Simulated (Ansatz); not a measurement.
Computed with Ansatz on PBE0-D4/def2-TZVP structures; ΔE is electronic, products minus reactants. CCSD(T)/CBS adds triple-zeta CCSD(T) − MP2 to the extrapolated MP2 energy (def2 sets, frozen cores). DFT in def2-TZVPP. HSE06 is defined as in plane-wave codes. One conformer a species, not always the lowest.

`C#CO[SiH3]` → `C#C[SiH2]O`  (isomerisation)

```tsv
species	HSE06 energy (Eh)
`C#CO[SiH3]`	-443.02446
`C#C[SiH2]O`	-443.07128
```

Task: Work out ΔE.

Result: ΔE = (-443.07128) − (-443.02446) = -0.04682 Eh = -122.9 kJ/mol. CCSD(T)/CBS gives -140.7 kJ/mol.

Task: What do rigid-rotor, harmonic-oscillator terms from PBE0-D4/def2-TZVP frequencies (298.15 K, 1 bar) make of the CCSD(T)/CBS value? (Best estimate.)

Result: The calculation gave: ΔZPE = +5.6 kJ/mol, ΔH = -134.7 kJ/mol, ΔS = 2 J/(mol·K), ΔG = -135.4 kJ/mol.

Largest T1 diagnostic among the species: 0.013.

From BLYP to BHLYP (50 % exact exchange), in def2-TZVPP and without D4, ΔE moves by −5.0 kJ/mol. In def2-TZVPP, CCSD(T) changes the Hartree–Fock value by −8.8 kJ/mol (the triples alone add −0.6 kJ/mol) and MP2 by −13.8 kJ/mol.
